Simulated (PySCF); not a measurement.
## Fractional electron number in Co²⁺ (cobalt, charge +2)

The 3d beta orbital of [Ar] 3d7 is emptied in steps (occupation f), with all orbitals relaxed, ending at [Ar] 3d6. All numbers are calculated (PySCF 2.14, the spin-free X2C one-electron Hamiltonian (Gaussian nucleus), in jorge-DZP-DKH). The exact energy is a straight line in f; departures are measured from the line between the end points of the same method.

```tsv
f	MN15 (eV)
1	0.000
0.8	-0.783
0.6	-1.184
0.4	-1.193
0.2	-0.801
0	0.000
```

| method | E(f=0) − E(f=1) (eV) | −ε at f=1 (eV) | −ε at f=0.4 (eV) |
| --- | --- | --- | --- |
| MN15 | 33.761 | 28.902 | 34.709 |

Orbital energy along the path (eV):

| f | MN15 |
| --- | --- |
| 1 | -28.902 |
| 0.8 | -30.795 |
| 0.6 | -32.730 |
| 0.4 | -34.709 |
| 0.2 | -36.735 |
| 0 | -38.808 |

Reference removal energy between the ground levels: 33.5 ± 0.06 eV (semi-empirical (NIST evaluation); NIST Atomic Spectra Database, ionization energies). The calculation has no spin-orbit coupling. The determinant left behind need not be the lowest term of the ion.
